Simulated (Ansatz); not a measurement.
Wavefunction ladder for CH$_{2}$BClO$_{2}$, SMILES `OB1OC1Cl`

```csv
atom,x (Å),y (Å),z (Å)
O1,-0.784,1.350,-0.962
B2,-0.224,0.297,-0.367
O3,0.642,-0.705,-0.607
C4,0.082,-0.642,0.764
Cl5,1.247,-0.251,2.011
H6,-0.496,1.488,-1.870
H7,-0.469,-1.536,1.032
```

Total charge 0; spin multiplicity 1. All single points use the PBE0-D4/def2-TZVP geometry. It is one conformer, not always the lowest. Frozen core, restricted reference, Ansatz 0.2.0. CBS rows extrapolate triple and quadruple zeta; past MP2 they add the triple-zeta difference.

| basis | HF (Eh) | MP2 corr. |
| --- | --- | --- |
| def2-SVP | -672.66969 | -0.71246 |
| def2-TZVPP | -673.08670 | -0.91201 |
| def2-QZVPP | -673.10940 | -0.98639 |

**Question.** Estimate the CCSD correlation energy and the (T) correction in each basis where they were run (hartree).

**Answer.** 
```tsv
basis	CCSD corr.	(T)
def2-SVP	-0.73980	-0.02144
def2-TZVPP	-0.93420	-0.04026
CBS(def2)	-1.06369	as TZ
```
